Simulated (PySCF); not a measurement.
## Stationary points of Ga(OH)₃

Computed with PBE0 in PySCF with Ga def2-TZVP, O def2-TZVP, H def2-TZVP; no relativity; density-fitted integrals.

Relaxations began from a few typed shapes. The search is not exhaustive: other isomers or separated fragments can lie lower, and high-lying points may rest on an excited occupation.

(1) Order these stationary points by electronic energy, lowest first, in kJ/mol from the lowest minimum.
A. singlet C3h: Ga–O 1.775 Å (×3), O–H 0.960 Å (×3); Ga–O–H 113.2° (×3), O–Ga–O 120.0° (×3)
B. singlet Cs: Ga–O 1.768 Å, Ga–O 1.774 Å, Ga–O 1.783 Å, O–H 0.959 Å (×3); Ga–O–H 112.4°, Ga–O–H 114.3°, Ga–O–H 115.3°, O–Ga–O 117.3°, O–Ga–O 117.9°

(2) Which of them are minima?

Answers

(1) A (0.0), B (7.5).

(2) By energy in kJ/mol, 0.0: minimum; 7.5: minimum.
